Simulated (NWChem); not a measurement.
System: SrF$_{2}$, triplet; SMILES of the neutral closed-shell parent [F][Sr][F]

NWChem input:

```
start job
memory heap 200 mb stack 900 mb global 1100 mb
geometry units angstroms
  Sr     0.548581     0.040351    -0.078508
  F     -1.422409     0.700444    -0.510897
  F     -1.107629    -0.886543     0.872974
end
basis spherical
  * library def2-svp
end
ecp
  Sr library def2-ecp
end
dft
  odft
  mult 3
  xc pbe0
  iterations 150
end
driver
  maxiter 120
end
task dft optimize
dft
  grid fine
  convergence energy 1d-8 density 1d-7
end
task dft freq numerical
```

In the optimisation the excess spin sits in a1 and b2 (C2v, its own frame). This spin state was assumed; another may lie lower. def2 effective core potentials on Sr; no spin-orbit coupling.

The level has its own optimisation; frequencies are unscaled.

Problem. Give the results of this calculation. (PBE0/def2-SVP with def2 effective core potentials on Sr, spin-unrestricted.) Quantities: r F–Sr (Å); highest harmonic frequency (cm⁻¹); lowest (cm⁻¹); zero-point energy (kcal/mol).

Solution. 
```yaml
r F–Sr (Å): 2.285
highest harmonic frequency (cm⁻¹): 471
lowest (cm⁻¹): 290
zero-point energy (kcal/mol): 1.6
```
